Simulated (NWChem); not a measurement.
Molecule: CH4BeSe; SMILES [Be]([CH3])[SeH]

```xyz
7

Be     0.0086    -1.1513     0.0004
C      0.0176    -2.8253     0.0007
H     -0.6949    -3.2462    -0.7307
H     -0.2426    -3.2485     0.9867
H      1.0128    -3.2256    -0.2652
Se     0.0360     0.8929     0.0001
H     -1.4379     0.9174     0.0001
```
Atoms are numbered in this order, from 1.

All runs use the structure optimised with PBE0/def2-SVP.

### Question
List the 4 lowest vertical singlet excitations from PBE0/def2-SVPD, TDA (NWChem).

### Answer
```
state  energy (eV)  oscillator strength  leading excitation (squared amplitude)
-----  -----------  -------------------  --------------------------------------
S1            5.04                0.001                      HOMO → LUMO (0.99)
S2            5.71                0.058                    HOMO → LUMO+1 (0.93)
S3            6.22                0.083                    HOMO → LUMO+2 (0.64)
S4            6.44                0.018                    HOMO → LUMO+3 (0.66)
```
